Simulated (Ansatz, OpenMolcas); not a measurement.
CH6FNSn (SMILES [CH3][SnH]([NH2])[F]): methods side by side

The species is CH6FNSn (10 atoms), meant as a singlet with charge 0. SMILES: `[CH3][SnH]([NH2])[F]`. The shape is that of a PBE0-D4/def2-TZVP optimisation. This is one conformer, not always the lowest.

```xyz
10

C    -1.0233    1.1869    0.3056
Sn   -0.0126   -0.4241   -0.6328
N     1.5222   -1.0852    0.4658
F    -1.3086   -1.8554   -0.5934
H    -1.1915    0.9354    1.3529
H    -0.4324    2.1007    0.2428
H    -1.9853    1.3425   -0.1813
H     0.4133   -0.3293   -2.2803
H     1.7197   -0.6107    1.3332
H     2.3816   -1.3120   -0.0097
```

Each level gives the HOMO–LUMO gap (eV). The values are calculated.

```csv
level,kind,program,value (eV),CPU time
SVWN5/def2-SVP (core potential),LDA,OpenMolcas,5.10,60 s
PBE/def2-SVP (core potential),GGA,OpenMolcas,5.12,82 s
TPSS/def2-SVP (core potential),meta-GGA,OpenMolcas,5.38,81 s
r2SCAN/def2-SVP (core potential),meta-GGA,OpenMolcas,5.83,78 s
B3LYP/def2-SVP (core potential),global hybrid,OpenMolcas,6.95,74 s
BHLYP/def2-SVP (core potential),global hybrid,OpenMolcas,9.80,62 s
M06-2X/def2-SVP (core potential),hybrid meta-GGA,OpenMolcas,9.90,74 s
PBE0/def2-SVP (core potential),global hybrid,Ansatz,7.59,25 s
```

The values span 5.10 to 9.90 eV. Orbital gaps aren't excitation energies; they tend to grow with the share of exact exchange. Times are those of the runs behind each value, whatever else they computed, on shared processors of several kinds: orders of magnitude only.
